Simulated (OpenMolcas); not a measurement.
# Er²⁺: effect of the active space

```
Program             : OpenMolcas 26.06
Method              : CASSCF or its RAS form
Basis               : ANO-R2
Scalar Hamiltonian  : X2C, finite nucleus
Spin-orbit coupling : state interaction with AMFI integrals over the reference wave functions, term energies averaged over their components
```

A. 12 electrons in 7 orbitals (4f); 2S+1 = 3 even, 21 roots; 2S+1 = 1 even, 28 roots (27 in the spin-orbit step); cost roughly 60 core-seconds
B. 12 electrons in 12 orbitals (RAS2 4f; RAS3 5d, at most 1 electron); 2S+1 = 3 even, 21 roots; 2S+1 = 1 even, 28 roots (27 in the spin-orbit step); 2S+1 = 5 odd, 175 roots (102 in the spin-orbit step); 2S+1 = 3 odd, 129 roots kept (CI in the orbitals of an earlier block, 120 in the spin-orbit step); 2S+1 = 1 odd, 128 roots kept (CI in the orbitals of an earlier block, 24 in the spin-orbit step); cost about 2.7 core-minutes

Energies in cm-1 above 4f12 3H6, the measured ground level; measured values from Martin, Zalubas and Hagan, Atomic Energy Levels: The Rare-Earth Elements, NSRDS-NBS 60 (1978); the list in Deprince et al., Eur. Phys. J. D 78, 105 (2024).

```
          Level      A      B  Measured
       4f12 3H6    0.0    0.0       0.0
4f12 3F4 [51 %]   6270   6270          
       4f12 3H5   7072   7072      6970
4f12 3H4 [60 %]  11554  11554     10785
       4f12 3F3  14443  14443     12473
       4f12 3F2  15791  15791     13220
4f12 1G4 [60 %]  19101  19101     18384
```

Deviations, from unrounded energies. A percentage is the sum of absolute deviations over the sum of measured energies, with the sign that they share, or ± where signs differ.

```csv
Against measurement,Levels,A,B
mean absolute deviation (cm-1),5,1200,1200
fine structure of the ground term (%),2,+4.9,+4.9
other terms of the ground configuration (%),3,+11.9,+11.9
```

A, B lie about equally close to measurement. The largest miss of B in the table is 4f12 3F2, by +2600 cm-1. The ranking rests on the paired levels alone, and a cruder setting can come out closer through cancelling errors.

Between A and B no level of the table moves by more than 5 cm-1.

Some high roots are left out of the spin-orbit mixing, which shifts the levels that they would mix with. Without dynamic correlation excited terms often stand tens of per cent too high (terms of higher spin than the ground term too low), and those without a measured partner can miss by more than the paired ones. Computed and measured levels are paired by configuration, term and J; levels that our copy of the source lacks, or whose pairing is in doubt (as where it misses far off the trend of its configuration), stay unpaired and out of the deviations. Only configurations of the active space appear. Levels that lie high or do not pair safely by name in every column are left out.

A share in square brackets marks a mixed level and gives the weight of the term that names it, the lowest over the columns.
